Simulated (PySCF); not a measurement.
**Spinor energies of As¹²⁺ (arsenic, charge +12)**

Start: [Ar] 3d3; 3d3/2 filled at m_j = -1/2, +1/2, +3/2. Calculated with PySCF 2.14 in an even-tempered Gaussian basis (17 s from 0.88 bohr⁻², ratio 2.8; 12 p from 1.1 bohr⁻², ratio 2.8; 8 d from 1.1 bohr⁻², ratio 2.8; 4 f from 4.1 bohr⁻², ratio 3): generalised Hartree-Fock with the X2C-1e Hamiltonian and a Gaussian nucleus; one run each with spin-orbit coupling (SO) switched off, then screened by Boettger's factors.

```tsv
spinor shell	electrons	ε, spin-free (eV)	ε, screened SO (eV)	weight of nominal j (screened SO)	rms radius, screened SO (bohr)
1s1/2	2	-12301.4	-12301.0	1.000	0.0524
2s1/2	2	-1931.7	-1931.5	1.000	0.218
2p1/2	2	-1733.2	-1760.1	0.989	0.193
2p3/2	4	-1733.2	-1720.1	0.995	0.196
3s1/2	2	-534.29	-534.24	1.000	0.591
3p1/2	2	-466.58	-478.79	0.701	0.590
3p3/2	4	-466.58	-460.51	0.850	0.598
3d3/2	3	-378.23	-378.41	0.666	0.566
```

```csv
quantity,spin-free,screened SO
E (hartree),-2196.38978,-2196.51742
M_J,3/2,3/2
⟨J²⟩,6.752,6.276
⟨L²⟩,12.002,11.931
⟨S²⟩,3.751,3.713
```

The determinant has a definite M_J but mixes levels of different J.

Each row is a mean over spinors that exchange with the open shell spreads, by up to 11.825 eV (3s1/2).

Rows whose weight is well below 1 are mixtures of j = l ± 1/2: exchange outweighs spin-orbit coupling there, and the label is only the starting occupation.

Without spin-orbit coupling the j labels of p, d and f shells carry no meaning; the spin-free column gives the mean over the occupied spinors of each nl shell, and its ⟨J²⟩ belongs to a mixture of degenerate components.
